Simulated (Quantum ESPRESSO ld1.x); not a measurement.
The numbers below are computed, except where a source is named.
Species: the rhodium ion Rh2+. Configuration: [Kr] 4d7. Code: ld1.x of Quantum ESPRESSO 7.5. Model: scalar-relativistic Kohn-Sham, PBE, spin-unpolarised, spherical densities, point nucleus.

Radial electron density D(r) = 4 pi r^2 rho(r):

| r (bohr) | D(r) (e/bohr) |
|---|---|
| 0.003258 | 8.082 |
| 0.003703 | 9.887 |
| 0.004242 | 12.18 |
| 0.00486 | 14.89 |
| 0.005524 | 17.86 |
| 0.006329 | 21.48 |
| 0.007251 | 25.56 |
| 0.008241 | 29.79 |
| 0.009441 | 34.59 |
| 0.01082 | 39.55 |
| 0.01239 | 44.45 |
| 0.01408 | 48.74 |
| 0.01614 | 52.64 |
| 0.01849 | 55.52 |
| 0.02101 | 57.05 |
| 0.02407 | 57.27 |
| 0.02758 | 56.09 |
| 0.03135 | 54.05 |
| 0.03591 | 51.51 |
| 0.04114 | 49.50 |
| 0.04714 | 49.02 |
| 0.05358 | 50.62 |
| 0.06138 | 54.68 |
| 0.07032 | 60.52 |
| 0.07993 | 66.30 |
| 0.09157 | 70.81 |
| 0.1049 | 71.78 |
| 0.1192 | 68.71 |
| 0.1366 | 61.98 |
| 0.1565 | 54.11 |
| 0.1793 | 48.29 |
| 0.2038 | 46.81 |
| 0.2335 | 49.55 |
| 0.2675 | 54.18 |
| 0.304 | 56.66 |
| 0.3483 | 54.23 |
| 0.3991 | 46.07 |
| 0.4535 | 35.34 |
| 0.5196 | 24.47 |
| 0.5953 | 17.26 |
| 0.682 | 14.54 |
| 0.7752 | 14.76 |
| 0.8881 | 15.58 |
| 1.017 | 15.22 |
| 1.156 | 13.37 |
| 1.325 | 10.40 |
| 1.518 | 7.281 |
| 1.725 | 4.800 |
| 1.977 | 2.861 |
| 2.264 | 1.586 |
| 2.594 | 0.8115 |
| 2.949 | 0.3956 |
| 3.378 | 0.1638 |
| 3.87 | 0.05806 |
| 4.399 | 0.01838 |
| 5.04 | 0.004350 |

D(r) has 4 maxima, at r = 0.0229, 0.101, 0.309, 0.924 bohr, and minima at 0.0457, 0.199, 0.710 bohr, inside which lie 2.02, 11.09, 29.05 electrons.
